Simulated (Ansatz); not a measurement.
A run for Ansatz (a quantum-chemistry and plane-wave program): R-CCSD(T)/cc-pV(Q+d)Z on HNSi (SMILES [NH+]#[Si-]). The basis file is the Basis Set Exchange's JSON of that set.

Ansatz 0.2 input:
```yaml
crystal:
  periodic: [false, false, false]
  atoms:
    - {symbol: H, position_ang: [0.00000000, 0.00000000, -1.18317429]}
    - {symbol: N, position_ang: [-0.00000000, 0.00000000, -0.18311791]}
    - {symbol: Si, position_ang: [0.00000000, -0.00000000, 1.36639220]}
basis:
  gaussian:
    orbitals: cc-pV_Q+d_Z.json
magnetization: {spin_polarized: false}
correlation: {method: ccsd_t, electrons: outside_noble_gas}
scf: {lower_state_search: off}
```

What total energy does the run end on?

-344.3359 hartree (reference determinant -343.9817, T1 diagnostic 0.021).

How many basis functions does it have, and what does it roughly cost on one machine?

149 functions; very roughly 15 core-seconds.
